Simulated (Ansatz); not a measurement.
The cluster Ag3Pd: single points at one geometry.

```yaml
crystal:
  periodic: [false, false, false]
  atoms:
    - {symbol: Pd, position_ang: [0.295475, -0.513263, -1.165837]}
    - {symbol: Ag, position_ang: [0.058376, -2.110377, 0.930601]}
    - {symbol: Ag, position_ang: [-0.053158, 2.101708, -0.950976]}
    - {symbol: Ag, position_ang: [-0.300693, 0.521922, 1.186212]}
basis:
  gaussian: {orbitals: def2-TZVP, initial_orbitals: start.molden}
magnetization: {spin_polarized: true, initial_magnetization: 1}
hamiltonian: {xc: {name: revPBE}, dispersion: d4}
scf: {omitted_lower_state_checks: [starts]}
output: {orbitals: {seedname: orbitals}}
```

The file start.molden holds the orbitals of an earlier run on this structure, at another level or in another basis.

```sh
$ ansatz run in.yaml --threads 4 --pin off --events-out ev --progress --plain --max-ram 3916MiB
```

It prints (some lines left out):

```
Functional definition: revPBE
1418 factors; their error is unknown
mean field evaluation 1: about -15488.3620 eV, gradient 5.3e0 eV
mean field evaluation 2: about -15488.5421 eV, gradient 2.3e-1 eV
mean field evaluation 4: about -15488.5407 eV, gradient 2.5e-2 eV
mean field evaluation 8: about -15488.5407 eV, gradient 2.4e-5 eV
mean field -15488.54073213 eV, -569.1933733956 hartree, gradient 2.4e-5 eV, S^2 0.753855; 0 other end points of the search recorded, 0 dependent functions left out
reference -15488.54079142 eV, -569.1933755746 hartree; 38, 37 occupied and 122, 123 virtual orbitals, 1418 factors
Total energy: -15488.95520561 eV, -569.2086050153 hartree
Checks for a lower state left out: starts
```

Hardware: 4 threads of Arm Neoverse V2 on a shared host. Wall time 3.8 s.

First input, but with `hamiltonian: {xc: r2scan, dispersion: d4}` (abridged; 9 s):

```
Functional definition: r2SCAN
mean field -15487.29417642 eV, -569.1475633183 hartree, gradient 1.4e-5 eV, S^2 0.759543
Total energy: -15487.33438670 eV, -569.1490410190 hartree
Checks for a lower state left out: starts
```

First input, but with `hamiltonian: {xc: pbe0, dispersion: d4}` (abridged; 6.5 s):

```
Functional definition: PBE0
mean field -15481.01367679 eV, -568.9167592141 hartree, gradient 2.2e-5 eV, S^2 0.760111
Total energy: -15481.20307700 eV, -568.9237195432 hartree
Checks for a lower state left out: starts
```

The first input with `correlation: {method: mp2}` and without the key `hamiltonian` (abridged; 4.6 s):

```
Functional definition: HF
mean field -15385.65990580 eV, -565.4125727633 hartree, gradient 3.4e-6 eV, S^2 0.823498
second order -53.41399682 eV of doubles, -0.00000000 eV of singles
Total energy: -15439.07390262 eV, -567.3755009411 hartree
Checks for a lower state left out: starts
```

First input, but with `hamiltonian: {xc: pbe, dispersion: d4}`, `output: {forces: true, orbitals: {seedname: orbitals}}` (abridged; 3.9 s):

```
Functional definition: PBE
mean field -15483.85505785 eV, -569.0211780420 hartree, gradient 2.2e-5 eV, S^2 0.753054
Total energy: -15484.07605608 eV, -569.0292995773 hartree
Atom 0 force     0.078989    -0.134827    -0.313046 eV/Å
Atom 1 force     0.006755    -0.265904     0.120264 eV/Å
Atom 2 force    -0.007056     0.263240    -0.117103 eV/Å
Atom 3 force    -0.078688     0.137490     0.309885 eV/Å
Dipole moment:    -0.022534     0.039121     0.088922 e Å
Checks for a lower state left out: starts
```

First input, but with `hamiltonian: {xc: {name: r2SCANh}, dispersion: d4}` (abridged; 11 s):

```
Functional definition: r2SCANh
mean field -15485.27062517 eV, -569.0731991817 hartree, gradient 1.2e-5 eV, S^2 0.761849
Total energy: -15485.31791163 eV, -569.0749369270 hartree
Checks for a lower state left out: starts
```

Geometry: r2SCAN-D4/def2-SVP.

In the def2 sets Ag, Pd take a core potential; there is no spin–orbit coupling. Correlated methods freeze no core orbitals; core or outer-core shells of Pd, Ag are correlated, in sets that lack core-valence functions. No other spin state of charge 0 was run. The structure comes from a short search, and lower isomers may exist.
